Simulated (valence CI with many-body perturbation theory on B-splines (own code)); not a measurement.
# E1 line list for Rb XXXIII

Level of theory: configuration interaction combined with many-body perturbation theory (CI+MBPT): three valence electrons over a frozen Dirac-Fock core [He], radial functions for each j: 11 s, 11 p, 9 d, 7 f, 5 g, 2 h, 1 i, with the one-electron correlation potential Σ1, the two-electron term Σ2, the three-electron term Σ3, Breit, model QED; selected CI, second order for the rest (own B-spline code, finite nucleus).

No measured spectrum was set against this ion. As an estimate, large intervals hold to a few tenths of a per cent, small ones and those within an open d or f shell to about a per cent.

Lines 101 to 150 of 265 in falling wavelength, among levels below 2570.0 eV, chosen from the strongest by gf and those to the six lowest levels. Wavelengths and rates use the calculated energies. Electric multipoles are in the length gauge, E1 and E2 with the static RPA response of the core. Weak lines are less certain than strong ones. Lines between different terms over intervals too small for the method are left out, as are lines whose strength nearly cancels. The highest levels of a list are the least certain.

Levels are named by their leading jj configuration (3d3/2^4 stands for four electrons in 3d with j = 3/2), which in mixed levels can hold well under half, so a name can repeat and another be missing. Letters in brackets count levels of one name in rising energy.

```tsv
λ vac (nm)	Upper	Lower	A (s⁻¹)	S (a.u.) with core polarisation	S without
0.5732	(2s^2 3s) J=1/2	(2s^2 2p3/2) J=3/2	8.88e+12	1.65e-03	1.64e-03
0.5729	(2s 2p1/2 3s) J=1/2 [a]	(2s 2p1/2 2p3/2) J=3/2 [a]	9.67e+12	1.80e-03	1.79e-03
0.5700	(2s 2p1/2 3s) J=3/2	(2s 2p1/2 2p3/2) J=3/2 [a]	1.01e+12	3.70e-04	3.69e-04
0.5667	(2s 2p1/2 3d3/2) J=3/2 [a]	(2s 2p1/2 2p3/2) J=3/2 [b]	3.94e+12	1.42e-03	1.42e-03
0.5665	(2s 2p3/2 3d5/2) J=5/2 [a]	(2s 2p3/2^2) J=3/2	7.72e+12	4.15e-03	4.16e-03
0.5658	(2s 2p3/2 3s) J=3/2 [a]	(2s 2p1/2 2p3/2) J=3/2 [b]	4.77e+11	1.71e-04	1.70e-04
0.5652	(2s 2p3/2 3d5/2) J=3/2 [a]	(2s 2p3/2^2) J=3/2	1.42e+13	5.07e-03	5.08e-03
0.5649	(2s 2p3/2 3d5/2) J=3/2 [a]	(2s 2p3/2^2) J=1/2	2.07e+13	7.36e-03	7.37e-03
0.5647	(2s 2p1/2 3d3/2) J=5/2	(2s 2p1/2 2p3/2) J=3/2 [b]	1.58e+12	8.43e-04	8.44e-04
0.5644	(2p3/2^2 3s) J=5/2	(2p1/2 2p3/2^2) J=5/2	7.63e+12	4.06e-03	4.06e-03
0.5641	(2p1/2 2p3/2 3s) J=5/2	(2p1/2^2 2p3/2) J=3/2	9.78e+12	5.20e-03	5.19e-03
0.5640	(2p1/2 2p3/2 3d5/2) J=7/2	(2p1/2 2p3/2^2) J=5/2	2.63e+12	1.86e-03	1.87e-03
0.5628	(2s 2p1/2 3d5/2) J=5/2 [a]	(2s 2p1/2 2p3/2) J=3/2 [b]	4.15e+12	2.19e-03	2.20e-03
0.5623	(2s 2p3/2 3d5/2) J=1/2	(2s 2p3/2^2) J=1/2	7.74e+13	1.36e-02	1.36e-02
0.5620	(2p1/2^2 3d3/2) J=3/2	(2p1/2^2 2p3/2) J=3/2	1.18e+13	4.13e-03	4.13e-03
0.5620	(2p1/2 2p3/2 3d5/2) J=5/2	(2p1/2 2p3/2^2) J=5/2	6.09e+12	3.20e-03	3.21e-03
0.5620	(2s 2p1/2 3d3/2) J=3/2 [b]	(2s 2p1/2 2p3/2) J=3/2 [b]	5.05e+12	1.77e-03	1.77e-03
0.5619	(2s 2p1/2 3d3/2) J=1/2	(2s 2p1/2 2p3/2) J=3/2 [b]	1.68e+12	2.94e-04	2.95e-04
0.5614	(2s 2p1/2 3d5/2) J=3/2	(2s 2p1/2 2p3/2) J=1/2	5.19e+13	1.81e-02	1.81e-02
0.5612	(2s 2p1/2 3s) J=1/2 [a]	(2s 2p1/2^2) J=1/2	2.24e+12	3.91e-04	3.89e-04
0.5611	(2p3/2^2 3s) J=5/2	(2p1/2 2p3/2^2) J=3/2	1.30e+13	6.79e-03	6.79e-03
0.5603	(2s 2p3/2 3s) J=5/2	(2s 2p1/2 2p3/2) J=5/2	7.88e+12	4.10e-03	4.09e-03
0.5596	(2p3/2^2 3s) J=3/2	(2p1/2 2p3/2^2) J=3/2	1.06e+13	3.65e-03	3.65e-03
0.5593	(2s 2p1/2 3d5/2) J=3/2	(2s 2p1/2 2p3/2) J=3/2 [b]	1.44e+13	4.98e-03	4.98e-03
0.5592	(2p1/2^2 3d5/2) J=5/2	(2p1/2^2 2p3/2) J=3/2	4.60e+13	2.38e-02	2.38e-02
0.5588	(2s 2p1/2 3d5/2) J=5/2 [b]	(2s 2p1/2 2p3/2) J=3/2 [b]	6.11e+13	3.16e-02	3.16e-02
0.5588	(2p1/2 2p3/2 3d5/2) J=5/2	(2p1/2 2p3/2^2) J=3/2	2.52e+13	1.30e-02	1.31e-02
0.5585	(2p1/2 2p3/2 3d5/2) J=3/2	(2p1/2 2p3/2^2) J=3/2	2.95e+13	1.01e-02	1.02e-02
0.5584	(2s 2p1/2 3s) J=3/2	(2s 2p1/2^2) J=1/2	5.41e+12	1.86e-03	1.85e-03
0.5578	(2s 2p1/2 3d3/2) J=3/2 [a]	(2s 2p1/2 2p3/2) J=5/2	4.08e+11	1.40e-04	1.40e-04
0.5570	(2s 2p3/2 3s) J=3/2 [a]	(2s 2p1/2 2p3/2) J=5/2	5.08e+11	1.73e-04	1.72e-04
0.5567	(2s 2p3/2 3d3/2) J=7/2	(2s 2p3/2^2) J=5/2	7.42e+12	5.05e-03	5.06e-03
0.5566	(2s 2p3/2 3s) J=1/2	(2s 2p1/2 2p3/2) J=3/2 [b]	5.08e+12	8.64e-04	8.60e-04
0.5564	(2s 2p3/2 3d3/2) J=3/2 [b]	(2s 2p3/2^2) J=3/2	1.50e+13	5.09e-03	5.09e-03
0.5563	(2s 2p3/2 3d3/2) J=3/2 [a]	(2s 2p3/2^2) J=5/2	7.66e+12	2.60e-03	2.61e-03
0.5561	(2s 2p3/2 3d3/2) J=3/2 [b]	(2s 2p3/2^2) J=1/2	3.24e+13	1.10e-02	1.10e-02
0.5559	(2s 2p1/2 3d3/2) J=5/2	(2s 2p1/2 2p3/2) J=5/2	7.15e+12	3.64e-03	3.64e-03
0.5556	(2s 2p3/2 3s) J=5/2	(2s 2p1/2 2p3/2) J=3/2 [a]	8.36e+12	4.25e-03	4.24e-03
0.5555	(2s^2 3s) J=1/2	(2s^2 2p1/2) J=1/2	3.89e+12	6.59e-04	6.55e-04
0.5547	(2s 2p3/2 3d5/2) J=5/2 [b]	(2s 2p3/2^2) J=3/2	1.15e+14	5.81e-02	5.82e-02
0.5545	(2s 2p3/2 3d5/2) J=5/2 [a]	(2s 2p3/2^2) J=5/2	5.52e+13	2.79e-02	2.79e-02
0.5541	(2s 2p1/2 3d5/2) J=5/2 [a]	(2s 2p1/2 2p3/2) J=5/2	9.74e+12	4.91e-03	4.92e-03
0.5539	(2s 2p3/2 3d5/2) J=3/2 [b]	(2s 2p3/2^2) J=3/2	2.12e+13	7.12e-03	7.13e-03
0.5536	(2s 2p3/2 3d5/2) J=3/2 [b]	(2s 2p3/2^2) J=1/2	3.17e+13	1.06e-02	1.06e-02
0.5534	(2p1/2 2p3/2 3p1/2) J=3/2 [a]	(2s 2p3/2^2) J=3/2	1.53e+13	5.11e-03	5.12e-03
0.5533	(2s 2p1/2 3d3/2) J=3/2 [a]	(2s 2p1/2 2p3/2) J=3/2 [a]	5.45e+12	1.82e-03	1.83e-03
0.5533	(2s 2p3/2 3d5/2) J=3/2 [a]	(2s 2p3/2^2) J=5/2	9.01e+12	3.01e-03	3.02e-03
0.5532	(2s 2p1/2 3d3/2) J=3/2 [b]	(2s 2p1/2 2p3/2) J=5/2	2.88e+12	9.61e-04	9.63e-04
0.5531	(2p1/2 2p3/2 3p1/2) J=3/2 [a]	(2s 2p3/2^2) J=1/2	1.45e+13	4.85e-03	4.85e-03
0.5528	(2s 2p1/2 3d5/2) J=7/2	(2s 2p1/2 2p3/2) J=5/2	6.05e+13	4.03e-02	4.04e-02
```
